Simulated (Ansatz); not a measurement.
Several settings on one geometry of H4Au2⁺ (that of the charge 1 doublet, PBE0-D4/def2-TZVP). Ansatz on 4 threads of Arm Neoverse V2 on a shared host; times are rough.

```csv
atom,x (Å),y (Å),z (Å)
Au1,-1.2770,-1.9750,-1.2004
Au2,-0.0497,-0.0199,0.0865
H3,-2.4628,-3.2006,-1.9176
H4,0.9433,1.0435,1.2278
H5,0.6627,1.5780,0.6834
H6,-1.7532,-3.4200,-2.2483
```

Totals from different functionals, basis sets or treatments of relativity can't be compared as stabilities.

In the def2 sets Au takes a core potential; there is no spin–orbit coupling. Correlated methods freeze no core orbitals; core or outer-core shells of Au are correlated, in sets that lack core-valence functions.

The spins typed aren't always the lowest for that charge.

Problem. Give the basis size and estimate the energy, ⟨S²⟩ and time of these runs.

| run | method | charge | state | further keys |
| --- | --- | --- | --- | --- |
| 1 | ROKS RPBE-D4/def2-mTZVP | 1 | doublet | point_charges: [{charge: 0.50, position_ang: [3.714, 0.103, -0.822]}]; scf: {omitted_lower_state_checks: [starts]} |
| 2 | RKS rPW86-PBE-D3(BJ)/def2-SVP | 0 | singlet | final_grid: {core_spheres: 20, valence_spheres: 16, degree: 47}; scf: {omitted_lower_state_checks: [starts]}; forces asked |
| 3 | RKS PBE0-DH/def2-SVP | 2 | singlet | scf: {omitted_lower_state_checks: [starts]}; forces asked |
| 4 | UKS rPW86-PBE/def2-mTZVPP | 1 | doublet | nuclear_model: gaussian; scf: {lower_state_search: off}; forces asked |

Solution. 
| run | functions | energy (Eh) | ⟨S²⟩ | wall time |
| --- | --- | --- | --- | --- |
| 1 | 84 | -273.6690 | – | 1.1 s |
| 2 | 84 | -274.2638 | – | 1.2 s |
| 3 | 84 | -272.7712 | – | 2.6 s |
| 4 | 92 | -273.9427 | 0.75 | 1.9 s |

This restricted singlet of an open-shell metal wasn't tested against broken symmetry.
